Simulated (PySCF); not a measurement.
Compound: C₇H₁₂N (doublet state).
Z-matrix (Å and degrees, GFN2-xTB geometry), rows numbered from 1:
```
C 
C   1  1.3753
C   2  1.3812  1  121.76
C   3  1.4854  2  124.68  1   178.14
C   4  1.5257  3  112.29  2    18.20
C   5  1.5242  4  109.82  3   -45.98
C   2  1.5216  1  117.93  3  -177.39
N   7  1.4623  2  112.22  1    73.27
H   1  1.0755  2  121.38  3  -178.83
H   1  1.0754  2  121.28  3     0.35
H   3  1.0814  2  118.45  1     1.63
H   4  1.0993  3  108.50  2  -102.56
H   4  1.0949  3  109.84  2   141.69
H   5  1.0918  4  110.00  3  -167.22
H   5  1.0918  4  109.73  3    74.66
H   6  1.0919  5  109.24  4   -57.60
H   6  1.0904  5  110.37  4  -176.86
H   7  1.0974  2  108.60  1   -43.48
H   8  1.0145  7  109.83  2   -58.64
H   8  1.0151  7  109.86  2    58.94
```

The hyperfine couplings belong to this conformer and change with its torsions.

The species is `[CH]1C([C@@H](N)CCC1)=C` [radical].

The calculation used UKS B3LYP, pcH-1 on C H N, non-relativistic, mean-field spin-orbit, GIAO in PySCF. Geometry: GFN2-xTB, one conformer, isolated molecule. A GFN2-xTB geometry isn't a minimum of the functional, and hyperfine couplings can be far from their values at a DFT geometry. Stability of the SCF solution: not tested. ⟨S²⟩ is 0.776 where a pure state has 0.75.

Principal values of hyperfine tensors in MHz (contact and dipolar terms together), for some of the nuclei:

| atom | isotope | A1 | A2 | A3 |
| --- | --- | --- | --- | --- |
| H12 | 1H | 89.42 | 91.11 | 99.24 |
| C1 | 13C | 2.48 | 4.29 | 158.94 |
| C2 | 13C | -75.41 | -36.10 | -30.93 |
| H13 | 1H | 42.01 | 42.56 | 51.12 |
| H9 | 1H | -68.17 | -42.26 | -16.33 |
| H10 | 1H | -62.56 | -41.94 | -16.71 |
| H11 | 1H | -58.07 | -40.27 | -15.42 |
| C4 | 13C | -22.86 | -20.51 | -20.38 |

(1) Give the isotropic coupling of each nucleus in MHz and in mT (g = 2.0027), and the anisotropic part.

(2) What spin density at the nucleus of C2 lies behind its contact coupling (g_N = 1.40482)?

(3) C3 (13C, g_N = 1.40482) isn't in the table. Its spin density at the nucleus is 0.04867 bohr⁻³. What is its contact coupling?

(4) Which nucleus of the table has the largest anisotropic coupling, and what is its form?

(5) In a single crystal, with the field along each principal axis of the tensor of C1 in turn, what first-order splitting does this nucleus give (isotropic g, quadrupole terms neglected)?

## Answers

(1) a_iso = (A1 + A2 + A3)/3, Ti = Ai − a_iso; 1 mT corresponds to 28.030 MHz.

| atom | a_iso (MHz) | a_iso (mT) | T1 | T2 | T3 |
| --- | --- | --- | --- | --- | --- |
| H12 | 93.26 | 3.327 | -3.83 | -2.15 | 5.98 |
| C1 | 55.24 | 1.971 | -52.76 | -50.94 | 103.70 |
| C2 | -47.48 | -1.694 | -27.93 | 11.38 | 16.55 |
| H13 | 45.23 | 1.614 | -3.22 | -2.67 | 5.89 |
| H9 | -42.25 | -1.507 | -25.92 | -0.01 | 25.93 |
| H10 | -40.40 | -1.441 | -22.16 | -1.54 | 23.70 |
| H11 | -37.92 | -1.353 | -20.15 | -2.35 | 22.50 |
| C4 | -21.25 | -0.758 | -1.61 | 0.74 | 0.87 |

(2) a_FC = (2μ0/3) gₑ μB g_N μN ρ(0)/(2S·h) = 800.24 MHz × g_N × ρ(0)/(2S), with ρ in bohr⁻³. With a_FC = -47.48 MHz and 2S = 1, ρ(0) = -0.04223 bohr⁻³.

(3) By the same relation, a_FC = 54.7 MHz. Its full tensor has the principal values 4.36, 5.60, 154.20 MHz.

(4) C1: -52.8, -50.9, 103.7 MHz, axial, in the ratio −1:−1:+2, the form that spin in one p orbital centred on that nucleus gives.

(5) 2 lines (I = 1/2), spaced by |A_i|/(g × 13.996): 0.09, 0.15, 5.67 mT along the axes of A1, A2 and A3.
